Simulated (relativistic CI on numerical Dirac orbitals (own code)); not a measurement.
**Ge XVI: q coefficients and field-shift factors**

Method of calculation: Dirac-Coulomb-Breit CI, KLI orbitals optimised for each configuration, derivatives by finite differences, unscaled Slater integrals, QED left out (own radial code, finite nucleus).

Configurations in the expansion (outside the closed core [Ne]): 3s2 3p5, 3s 3p6, 3s2 3p4 3d, 3s 3p5 3d, 3p6 3d, 3s 3p4 3d2, 3p5 3d2, 3p4 3d3. Double excitations out of closed p, d and f shells are left out; levels of such configurations are missing from the list, as are those of other unlisted configurations, and high levels can miss mixing partners.

With x = (α/α₀)² − 1 an excitation energy changes as ω = ω₀ + qx; K = 2q/ω₀ is the relative enhancement. Terms are leading LS components, so labels can repeat. The field-shift factor is F = δν/δ⟨r²⟩ for the transition from the lowest level.

Lowest level 3s2 3p5 2P°_3/2.

| Level | ω₀ (cm⁻¹) | q (cm⁻¹) | K | F (GHz/fm²) |
| --- | --- | --- | --- | --- |
| 3s2 3p5 2P°_1/2 | 47954 | 49450 | 2.06 | -0.28 |
| 3s 3p6 2S_1/2 | 419034 | 56730 | 0.271 | -34.2 |
| 3s2 3p4 3d 4D_5/2 | 554973 | 19050 | 0.0687 | 0.378 |
| 3s2 3p4 3d 4D_3/2 | 557453 | 19290 | 0.0692 | 0.352 |
| 3s2 3p4 3d 4D_7/2 | 558030 | 24770 | 0.0888 | 0.404 |
| 3s2 3p4 3d 4D_1/2 | 563392 | 25610 | 0.0909 | 0.325 |
| 3s2 3p4 3d 4F_9/2 | 596862 | 15390 | 0.0516 | 0.529 |
| 3s2 3p4 3d 2P_1/2 | 603585 | 35970 | 0.119 | 0.206 |
| 3s2 3p4 3d 4F_7/2 | 606976 | 15920 | 0.0525 | 0.442 |
| 3s2 3p4 3d 2D_3/2 | 617490 | 23090 | 0.0748 | 0.245 |
| 3s2 3p4 3d 4P_1/2 | 620609 | 25320 | 0.0816 | -0.14 |
| 3s2 3p4 3d 2P_3/2 | 623077 | 44530 | 0.143 | 0.161 |
| 3s2 3p4 3d 4F_5/2 | 624211 | 44620 | 0.143 | 0.276 |
| 3s2 3p4 3d 4F_3/2 | 630216 | 43940 | 0.139 | 0.262 |
| 3s2 3p4 3d 2F_7/2 | 639116 | 44610 | 0.14 | 0.321 |
| 3s2 3p4 3d 4P_5/2 | 641173 | 38080 | 0.119 | 0.193 |
| 3s2 3p4 3d 4P_3/2 | 643826 | 58150 | 0.181 | 0.124 |
| 3s2 3p4 3d 2D_5/2 | 652342 | 58630 | 0.18 | 0.124 |
| 3s2 3p4 3d 2G_7/2 | 662769 | 50860 | 0.153 | 0.272 |
| 3s2 3p4 3d 2G_9/2 | 666987 | 57750 | 0.173 | 0.344 |
| 3s2 3p4 3d 2F_5/2 | 668288 | 55550 | 0.166 | 0.179 |
| 3s2 3p4 3d 2F_5/2 | 699805 | 42940 | 0.123 | 0.223 |
| 3s2 3p4 3d 2F_7/2 | 712808 | 55500 | 0.156 | 0.185 |

At this charge energies of transitions that change n are usually good to better than 1 %, and those within a shell (Δn = 0) to a few per cent.
